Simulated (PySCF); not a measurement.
# Stretching IrCl

Set-up: basis Ir def2-TZVPP with ECP60, Cl def2-TZVPP; scalar-relativistic core potentials; PySCF 2.14. Energies in eV from Ir (5d7 6s2) + Cl in their ground configurations at the same level. State: triplet, unpaired electrons π ↑, δ ↑.

| R (Å) | UHF-CCSD(T) |
| --- | --- |
| 1.955 | -2.581 |
| 2.042 | -3.014 |
| 2.107 | -3.165 |
| 2.172 | -3.209 |
| 2.237 | -3.174 |
| 2.324 | -3.042 |
| 2.433 | -2.789 |
| 2.563 | -2.419 |

Problem. Put a parabola through the three lowest points of the UHF-CCSD(T) curve and estimate Re, k and ωe (reduced mass 29.6 u; 1 eV/Å² = 0.16022 mdyn/Å; ωe = 1302.8·√(k/μ) cm⁻¹).

Solution. Through R = 2.107, 2.172, 2.237 Å the second-order coefficient is 9.35 eV/Å², so Re ≈ 2.176 Å, k ≈ 3.00 mdyn/Å and ωe ≈ 414 cm⁻¹. A polynomial fit of higher order to the unrounded UHF-CCSD(T) energies gives Re = 2.172 Å, k = 2.95 mdyn/Å, ωe = 411 cm⁻¹; anharmonicity and rounding make the difference.

The higher-order fit for each curve: UHF-CCSD(T): Re = 2.172 Å, ωe = 411 cm⁻¹, De = 3.21 eV.

Correlated steps freeze 5 core orbitals. These are scalar-relativistic numbers at best; spin–orbit coupling would shift them, the dissociation energy most. With d or f electrons several states lie close, and the lowest PBE0 determinant need not be the measured ground state.
